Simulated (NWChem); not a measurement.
TiH$_{3}$I; SMILES [TiH3][I]

```xyz
5

Ti     0.0000     0.0000    -1.7099
I      0.0000     0.0000     0.8223
H      0.2840     1.5612    -2.2571
H      1.2100    -1.0265    -2.2571
H     -1.4940    -0.5346    -2.2571
```
Atoms are numbered in this order, from 1.

Level: PBE0/def2-SVP with def2 effective core potentials on I (NWChem), optimised geometry, unscaled harmonic frequencies. def2 effective core potentials on I; no spin-orbit coupling.

```
frequency (cm⁻¹)  IR intensity (km/mol)
----------------  ---------------------
275                                 8.7
293                                16.8
293                                16.8
545                               197.0
563                                73.9
563                                73.9
1741                              295.6
1741                              295.6
1777                              236.1
```

```yaml
zero_point_energy: 11.1 kcal/mol
thermal correction to the enthalpy at 298.15 K (with zero-point energy): 14.7 kcal/mol
heat capacity Cv: 14.5 cal/(mol K)
entropy at 298.15 K and 1 atm (symmetry number 3): 69.7 cal/(mol K)
```

Rigid rotor and harmonic oscillator.
